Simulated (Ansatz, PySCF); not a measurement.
Stretching the Sn1–F2 bond in F2H2Sn (SMILES [F][SnH2][F]) (multiplicity 1 held, fragments rigid). Energies count from the point at 1.923 Å.
Geometry at that point (charge 0, multiplicity 1):
```xyz
5

Sn    -0.038    -0.281     0.013
F      1.562     0.684    -0.440
F     -1.317     1.114     0.358
H      0.255    -1.059     1.491
H     -0.548    -1.081    -1.394
```

R- and RO- levels are restricted; in cc, def2 and unpolarised 6-31G sets they are followed outwards from rest. Unrestricted levels (U-) break spin symmetry where that is lower. Left out are points that failed, MP2 points that dive below the minimum, coupled-cluster points behind a jump of the amplitudes or a sharp parting from full CI or MRCI, small-basis points behind a change of solution, and semi-empirical points at long bonds. Curves can end on different states.

Cores are frozen in the correlated methods. Filled d and f shells under p-block atoms count as core. Rows in 3-21G carry no dispersion term and start afresh at each structure; the Pople sets are all-electron and without relativity.

Run with Ansatz (a quantum-chemistry and plane-wave program) with Gaussian orbitals; PySCF for 3-21G rows. Values without a source in brackets are computed. In def2 rows elements past Kr take small-core potentials, without spin–orbit coupling.

Energies in eV.

| R (Å) | R-HF/3-21G | R-HF/def2-TZVPP | R-B3LYP/def2-TZVPP | U-SCS-MP2/def2-TZVPP |
|---|---|---|---|---|
| 1.538 | 3.95 | 3.30 | 3.64 | 3.68 |
| 1.731 | 0.51 | 0.42 | 0.61 | 0.60 |
| 1.923 | 0.00 | 0.00 | 0.00 | 0.00 |
| 2.115 | 0.60 | 0.50 | 0.31 | 0.36 |
| 2.308 | 1.56 | 1.30 | 0.94 | ___ |
| 2.596 | 3.06 | 2.55 | 1.97 | 2.19 |
| 2.884 | 4.35 | 3.65 | 2.89 | ___ |
| 3.365 | 5.99 | 5.08 | 4.03 | 5.26 |
| 3.846 | 7.21 | 6.11 | 4.78 | 5.41 |
| 4.423 | 8.22 | 6.97 | 5.32 | ___ |
| 5.192 | 9.00 | 7.72 | 5.70 | 5.47 |
| 6.153 | left out | 8.28 | 5.93 | 5.47 |

Problem. Complete the blanks.

Solution. 
- 2.308, U-SCS-MP2/def2-TZVPP: 1.06
- 2.884, U-SCS-MP2/def2-TZVPP: 4.52
- 4.423, U-SCS-MP2/def2-TZVPP: 5.46

Doubts at one or more of the structures used: a restricted determinant that unrestricted orbitals would lower (R-HF/3-21G, R-HF/def2-TZVPP, R-B3LYP/def2-TZVPP); a spin-contaminated determinant (U-SCS-MP2/def2-TZVPP).
